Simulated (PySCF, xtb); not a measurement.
Breaking a bond: N2 (cation, charge +1), doublet.

Computed with: UKS-B3LYP/6-311+G** = unrestricted B3LYP/6-311+G**, spherical d run with PySCF; GFN1-xTB (xtb); UKS-B3LYP/LANL2DZ = PySCF 2.14.0 with unrestricted B3LYP/LANL2DZ; UCCSD(T) = CCSD(T) on UHF/cc-pVDZ, 2 core orbitals frozen (PySCF 2.14.0).

Energies relative to the lowest point of each curve near equilibrium, in kcal/mol:

```csv
R / Å,UKS-B3LYP/6-311+G**,GFN1-xTB,UKS-B3LYP/LANL2DZ
0.82,286.2,250.8,353.6
0.89,135.2,106.6,178.5
0.93,81.0,58.3,113.6
0.99,30.5,17.0,50.2
1.03,12.0,4.4,24.7
1.07,2.5,0.0,9.3
1.10,0.0,0.8,2.9
1.13,0.6,4.3,0.0
1.17,5.1,12.1,0.4
1.20,10.7,19.6,3.3
1.28,29.4,44.0,17.9
1.37,49.4,68.8,38.3
```

### Question
Estimate the UCCSD(T) values at these points.

### Answer
0.82: 336.9; 0.89: 167.1; 0.93: 104.6; 0.99: 44.3; 1.03: 20.7; 1.07: 6.9; 1.10: 1.7; 1.13: 0.0; 1.17: 1.9; 1.20: 5.8; 1.28: 22.5; 1.37: 46.8 (kcal/mol).

The scan ran from 0.82 to 4.36 Å; beyond the distances shown one of the unrestricted levels run for this scan, shown here or not, changes its spin distribution in one step. The unrestricted determinant behind UCCSD(T) is spin-contaminated at 1.03 to 1.37 Å (<S²> up to 2.3, against 0.75 for a pure doublet).
